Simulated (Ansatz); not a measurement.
Calculated with Ansatz (gas phase, PBE0-D4/def2-TZVP geometries, no zero-point term in ΔE). CCSD(T)/CBS is the MP2 limit (def2-TZVPP, def2-QZVPP) plus CCSD(T) − MP2 in def2-TZVPP, frozen cores. This one scheme is used for every species. DFT in def2-TZVPP. B3LYP here is the variant with VWN-RPA as its local correlation; programs differ in this. For Br outer-core shells are correlated without core-valence functions, which leaves a few kJ/mol of doubt a bond. Scalar relativity is left out up to krypton. Each species was taken in one conformer, which may not be the lowest.

Reaction (ligand exchange at the Si–F bond): `CC[SiH](F)F` + HBr → `CC[SiH](F)Br` + H–F

`CC[SiH](F)F`:

```xyz
11

C     0.750    0.506    1.094
C    -0.397    0.594    0.086
Si   -0.480   -0.827   -1.089
F     0.884   -0.936   -1.904
F    -0.630   -2.190   -0.279
H     0.753    1.369    1.764
H     0.668   -0.391    1.711
H     1.719    0.473    0.592
H    -0.320    1.511   -0.509
H    -1.363    0.654    0.602
H    -1.585   -0.762   -2.068
```

HBr:

Z-matrix (Å, degrees):
```
Br
H 1 1.420
```

`CC[SiH](F)Br`:

```xyz
11

C    -0.993    0.428   -1.005
C    -0.427    0.355    0.413
Si    1.164   -0.587    0.510
F     0.929   -2.082    0.004
Br    1.880   -0.685    2.601
H    -1.924    0.997   -1.026
H    -1.205   -0.568   -1.401
H    -0.296    0.914   -1.692
H    -0.240    1.358    0.814
H    -1.139   -0.117    1.097
H     2.251   -0.014   -0.316
```

H–F:

```xyz
2

F    -0.238    0.392   -0.039
H     0.238   -0.392    0.039
```

```csv
level,ΔE (kJ/mol),difference from CCSD(T)/CBS
PBE-D4,43.7,-4.7
r2SCAN-D4,54.0,5.6
PBE0-D4,43.8,-4.6
B3LYP-D4,55.9,7.5
ωB97M-V,53.5,5.1
B2PLYP,58.7,10.3
r2SCAN,55.0,6.6
PBE0,47.3,-1.1
SCS-MP2/def2-TZVPP,55.0,6.6
CCSD(T)/def2-TZVPP,54.6,6.2
HF/def2-QZVPP,70.4,22.0
MP2/def2-QZVPP,44.9,-3.5
SCS-MP2/def2-QZVPP,52.5,4.1
HF/CBS(def2),70.7,22.3
MP2/CBS(def2),41.5,-6.9
CCSD/CBS(def2),51.3,2.9
CCSD(T)/CBS,48.4,0
```

Largest T1 diagnostic among the species: 0.011.

The D4 term adds −6.5 kJ/mol with B3LYP and −3.5 kJ/mol with PBE0; it sums over pairs of atoms, weighted by their polarisabilities, and B3LYP, whose exchange is more repulsive, gets the larger term. In def2-TZVPP, CCSD(T) changes the Hartree–Fock value by −13.7 kJ/mol (the triples alone add −2.8 kJ/mol) and MP2 by −20.6 kJ/mol.

CCSD(T)/CBS has its own doubt, a few kJ/mol and more with outer-core shells, so smaller differences from it don't rank the levels.
